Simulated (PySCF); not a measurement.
Si(H)(Cl)2(NH2) (Cl2H3NSi), SMILES N[SiH](Cl)Cl.

Geometry: PBE-D3(BJ)/def2-SVP. One conformer was computed; it need not be the lowest.

These are TDDFT-LC-ωPBE/def2-SVPD (PySCF) values and carry that method's errors.

Vertical excitations. The molecule is in vacuum.

```tsv
state	energy (eV)	λ (nm)	f	main pairs
S1	7.68	162	0.046	HOMO→LUMO 68 %
S2	7.95	156	0.001	HOMO→LUMO+1 62 %, HOMO→LUMO+4 11 %
S3	8.43	147	0.028	HOMO−2→LUMO+1 24 %, HOMO→LUMO+2 21 %, HOMO−1→LUMO+1 18 %
S4	8.50	146	0.053	HOMO−2→LUMO+1 41 %, HOMO−1→LUMO+1 28 %, HOMO−3→LUMO+1 7 %
S5	8.56	145	0.028	HOMO−3→LUMO+1 26 %, HOMO→LUMO+2 23 %, HOMO−1→LUMO+1 10 %, HOMO−2→LUMO+2 5 %
S6	8.84	140	0.088	HOMO−4→LUMO+1 22 %, HOMO−3→LUMO+1 16 %, HOMO−1→LUMO+2 12 %, HOMO→LUMO+2 9 %
S7	9.03	137	0.023	HOMO−3→LUMO+1 21 %, HOMO−1→LUMO 14 %, HOMO−1→LUMO+2 13 %, HOMO→LUMO+3 7 %
S8	9.12	136	0.040	HOMO→LUMO+3 30 %, HOMO→LUMO+4 13 %, HOMO→LUMO+11 9 %, HOMO→LUMO+5 7 %
S9	9.18	135	0.094	HOMO−2→LUMO+2 21 %, HOMO−4→LUMO+1 11 %, HOMO−4→LUMO+2 9 %, HOMO→LUMO+2 8 %
S10	9.37	132	0.008	HOMO−1→LUMO 26 %, HOMO−4→LUMO+1 16 %, HOMO−2→LUMO 9 %
T1	7.14	174	0	HOMO→LUMO 63 %, HOMO→LUMO+3 10 %
T2	7.61	163	0	HOMO→LUMO+1 50 %, HOMO−1→LUMO+1 16 %, HOMO→LUMO+4 8 %
T3	7.82	158	0	HOMO−2→LUMO+1 63 %
T4	7.86	158	0	HOMO→LUMO+2 45 %, HOMO→LUMO+5 7 %
```
Triplets are in the Tamm–Dancoff approximation, which puts them higher than full response would, so one can lie above its singlet here.
